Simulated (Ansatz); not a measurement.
Calculated with Ansatz (gas phase, PBE0-D4/def2-TZVP geometries, no zero-point term in ΔE). CCSD(T)/CBS adds triple-zeta CCSD(T) − MP2 to the extrapolated MP2 energy (def2 sets, frozen cores). This one scheme is used for every species. Each species was taken in one conformer, which may not be the lowest.

Consider the redistribution: `B[SiH2]Cl` + `[SiH3]O[Si]S` → `B[SiH](Cl)O[SiH3]` + `[SiH]S`.

```
        level  ΔE (eV)
 HF/CBS(def2)     0.13
MP2/CBS(def2)     0.17
```

(1) What does CCSD(T)/CBS give? (Best estimate.)

(2) What do rigid-rotor, harmonic-oscillator terms from PBE0-D4/def2-TZVP frequencies (298.15 K, 1 bar) make of the CCSD(T)/CBS value? (An estimate is asked.)

Largest T1 diagnostic among the species: 0.016.

## Answers

(1) Ansatz gave: +0.15 eV. The listed levels differ from it by -0.02, 0.02 eV.

(2) The calculation gave: ΔZPE = +0.01 eV, ΔH = +0.16 eV, ΔS = 2 J/(mol·K), ΔG = +0.16 eV. Modes under 50 cm⁻¹ make the entropy rough.

Leaving LDA and LC-ωPBE aside and taking each functional with its dispersion term where it has one, the values, not all of them listed here, spread over 0.06 eV, from B97M-V to PBE-D4. From BLYP to BHLYP (50 % exact exchange), in def2-TZVPP and without D4, ΔE moves by −0.06 eV. In def2-TZVPP, CCSD(T) changes the Hartree–Fock value by +0.03 eV (the triples alone add +0.01 eV) and MP2 by +0.05 eV.
